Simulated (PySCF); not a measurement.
Potassium: a sound run and one with changed settings

Sound run: K²⁺ [Ne] 3s2 3p5, K³⁺ [Ne] 3s2 3p4. Calculation: PySCF 2.14, in Sapporo-DKH3-DZP-2012 (6s5p1d, 26 functions); scalar relativity by spin-free X2C-1e. In the sound run the correlated levels freeze [Ne] 3s2. The sound run starts from symmetry-adapted Hartree-Fock orbitals and uses a fine grid where one is needed.

Changed run: the non-relativistic Hamiltonian (point nucleus). This setting is unsound on purpose.

| species | method | sound run (hartree) | changed run (hartree) | converged |
| --- | --- | --- | --- | --- |
| K²⁺ | UHF | -600.17714 | -597.16257 | yes |
| K²⁺ | PBE | -600.67947 | -597.66765 | yes |
| K²⁺ | LDA | -599.12637 | -596.11614 | yes |
| K²⁺ | MP2 | -600.27240 | -597.25796 | yes |
| K²⁺ | CCSD(T) | -600.28685 | -597.27247 | yes |
| K³⁺ | UHF | -598.54476 | -595.52993 | yes |
| K³⁺ | PBE | -599.00048 | -595.98816 | yes |
| K³⁺ | LDA | -597.43938 | -594.42860 | yes |
| K³⁺ | MP2 | -598.59981 | -595.58507 | yes |
| K³⁺ | CCSD(T) | -598.61241 | -595.59774 | yes |

Ionisation energy of K²⁺:

```
 method  sound run (eV)  changed run (eV)
    UHF          44.419            44.426
    PBE          45.688            45.701
    LDA          45.906            45.920
    MP2          45.514            45.522
SCS-MP2          45.567            45.576
   CCSD          45.561            45.569
CCSD(T)          45.564            45.572
```

Most of the change in total energy is the relativistic energy itself. On top of that the contraction fixes the core shape for the Hamiltonian it was made with, so the changed run is not a good calculation with the other Hamiltonian either.

For comparison, NIST gives 45.803 eV between the lowest levels.
